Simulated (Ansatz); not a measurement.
System: SiHF, charge -1, doublet. SiHF- (parent SMILES F[SiH], doublet).
B3LYP-D3(BJ)/def2-TZVP minimum from Ansatz (a quantum-chemistry and plane-wave program):
```xyz
3

Si    -0.2491    -0.3455     0.4756
H     -1.0310    -1.2241    -0.5643
F      0.5021     0.6735    -0.6771
```
Charge -1, spin multiplicity 2.

Total energies in aug-cc-pV(D+d)Z, 13 correlated electrons, 6 frozen orbitals. Radicals and triplets start from unrestricted determinants; spin-orbit coupling is neglected. Cores are frozen in correlated methods. No relativity. The UHF reference of HFSi- (parent SMILES F[SiH], doublet) is spin-contaminated (<S^2> up to 0.03 over the pure value in the sets run). The spin of HFSi- (parent SMILES F[SiH], doublet) was assumed, and the state is the lowest solution found for it.

```tsv
method	program	energy (Eh)	minus CCSDT(Q) (mEh)
HF	Ansatz	-388.98370	334.35
MP2	Ansatz	-389.28666	31.38
CCSD	Ansatz	-389.30769	10.35
CCSD(T)	Ansatz	-389.31654	1.51
CCSDT(Q)	Ansatz	-389.31804	0.00
```

Rough core times of Ansatz's runs on a shared machine: CCSD(T) under 20 s, CCSDT(Q) 2 min.
